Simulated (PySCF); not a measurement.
# Spinor energies of Ge⁺ (germanium, charge +1)

Start: [Ar] 3d10 4s2 4p1; 4p3/2 filled at m_j = +3/2. Calculated with PySCF 2.14 in x2c-TZVPall-2c: generalised Hartree-Fock with the X2C-1e Hamiltonian and a Gaussian nucleus; one run each with spin-orbit coupling (SO) screened by Boettger's factors, then bare. This is a chosen level, not necessarily the ground level.

```tsv
spinor shell	electrons	ε, screened SO (eV)	ε, bare SO (eV)	weight of nominal j (bare SO)	rms radius, bare SO (bohr)
1s1/2	2	-11188.5	-11188.5	1.000	0.0542
2s1/2	2	-1463.2	-1463.2	1.000	0.227
2p1/2	2	-1296.9	-1298.4	1.000	0.201
2p3/2	4	-1264.5	-1263.8	1.000	0.204
3s1/2	2	-210.73	-210.73	1.000	0.667
3p1/2	2	-153.97	-154.20	1.000	0.693
3p3/2	4	-149.46	-149.36	1.000	0.704
3d3/2	4	-53.097	-53.271	0.995	0.808
3d5/2	6	-52.475	-52.366	0.996	0.816
4s1/2	2	-23.450	-23.451	0.999	2.25
4p3/2	1	-15.296	-15.292	1.000	2.84
```

| quantity | screened SO | bare SO |
| --- | --- | --- |
| E (hartree) | -2096.80779 | -2096.81856 |
| M_J | 3/2 | 3/2 |
| ⟨J²⟩ | 3.760 | 3.760 |
| ⟨L²⟩ | 2.010 | 2.010 |
| ⟨S²⟩ | 0.755 | 0.755 |

Each row is a mean over spinors that exchange with the open shell spreads, by up to 2.248 eV (4s1/2).
